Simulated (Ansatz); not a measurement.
`BN([SiH3])CC=C` → `BNCC=C` + `[SiH2]`  (silylene loss)

Program: Ansatz. Geometries: PBE0-D4/def2-TZVP. ΔE: electronic, gas phase. CCSD(T)/CBS adds triple-zeta CCSD(T) − MP2 to the extrapolated MP2 energy (def2 sets, frozen cores). This one scheme is used for every species. Functionals use def2-TZVPP. HSE06 is defined as in plane-wave codes. One conformer a species, not always the lowest.

`BN([SiH3])CC=C`:

Z-matrix (Å, degrees):
```
Si
N 1 1.757
H 1 1.485 2 111.9
H 1 1.487 2 108.1 3 119.2
H 1 1.480 2 108.3 3 -121.0
C 2 1.466 1 116.8 3 -78.2
B 2 1.396 1 121.6 3 99.9
C 6 1.495 2 112.1 1 62.0
H 6 1.094 2 107.6 1 -176.8
H 6 1.096 2 109.9 1 -59.8
H 7 1.200 2 119.3 1 -178.5
H 7 1.197 2 119.3 1 1.4
C 8 1.325 6 124.2 2 -120.7
H 8 1.088 6 115.7 2 58.4
H 13 1.086 8 121.3 6 -0.1
H 13 1.084 8 121.7 6 -179.8
```

`BNCC=C`:

Cartesian coordinates in Å:
```
B -0.533 0.070 2.339
N -0.704 -0.154 0.984
C -0.122 0.603 -0.107
C 0.770 -0.238 -0.962
C 0.596 -0.425 -2.262
H -1.073 -0.660 3.118
H 0.151 0.990 2.690
H -1.263 -0.935 0.673
H 0.448 1.422 0.340
H -0.907 1.050 -0.727
H 1.597 -0.723 -0.447
H -0.228 0.042 -2.794
H 1.270 -1.043 -2.845
```

`[SiH2]`:

Cartesian coordinates in Å:
```
Si -0.404 -0.136 -0.570
H 0.916 0.595 -0.348
H -0.511 -0.459 0.917
```

Problem. Is it downhill or uphill in electronic energy at CCSD(T)/CBS, and by how much? (Best estimate.)

Solution. Ansatz gave: Uphill: ΔE = +64.9 kcal/mol.

Problem. What do these levels give: LDA (SPW92), revPBE-D4, r2SCAN-D4, B2PLYP, PBE0, HSE06, BHLYP, CAM-B3LYP, CCSD(T)/def2-SVP, MP2/def2-TZVPP, HF/def2-QZVPP, HF/CBS(def2)? (Estimate.)

Solution. Computed: LDA (SPW92) 69.6, revPBE-D4 63.1, r2SCAN-D4 68.3, B2PLYP 62.5, PBE0 63.0, HSE06 63.0, BHLYP 62.0, CAM-B3LYP 62.1, CCSD(T)/def2-SVP 59.8, MP2/def2-TZVPP 69.0, HF/def2-QZVPP 59.7, HF/CBS(def2) 59.8 kcal/mol.

Largest T1 diagnostic among the species: 0.014.

From PBE to PBE0 (25 % exact exchange), in def2-TZVPP and without D4, ΔE moves by +2.9 kcal/mol. At CCSD(T), def2-SVP lies −5.0 kcal/mol from the extrapolated value and def2-TZVPP −1.5 kcal/mol.
